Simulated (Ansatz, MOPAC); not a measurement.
Process, species as SMILES: [CH3][GeH2][CH3] [dimethylgermane] -> [CH2][GeH2][CH3] + H atom (the C-H bond breaks)

Wanted: bond dissociation energy (enthalpy at 298 K), in kcal/mol. Conventions: no dispersion term unless named; no spin-orbit coupling; UHF or UKS for open shells; non-relativistic; PM7 with its own dispersion and hydrogen-bond terms. Ab initio and DFT rows: single points at B3LYP-D3(BJ) geometries (Ansatz, a quantum-chemistry and plane-wave program), with unscaled harmonic terms from B3LYP/6-31G* (LANL2DZ past Ar) (Ansatz) at its own minima. Semi-empirical rows: MOPAC heats of formation at their own minima for 298 K.

```csv
species,coefficient,"E at B3LYP/STO-3G (Ansatz), Eh","E at B3LYP/def2-TZVPD (Ansatz), Eh","H(298 K) - E, kcal/mol","heat of formation at PM7 (MOPAC), kcal/mol"
[CH3][GeH2][CH3],-1,-2133.15925,-2158.12075,60.33,-2.38
[CH2][GeH2][CH3],+1,-2132.47784,-2157.44776,51.60,38.29
H atom,+1,-0.46753,-0.50215,1.48,52.10
```

 1 Eh = 627.5095 kcal/mol.

Question: Work the quantity out at each level.

Answer: 
- B3LYP/STO-3G: the sum of coefficient times E is 0.21388 Eh, or 134.21 kcal/mol; the thermal terms add -7.25. Result: 127.0 kcal/mol.
- B3LYP/def2-TZVPD: the sum of coefficient times E is 0.17084 Eh, or 107.20 kcal/mol; the thermal terms add -7.25. Result: 100.0 kcal/mol.
- PM7: the sum of coefficient times heat of formation is 92.77 kcal/mol; it needs no thermal term.
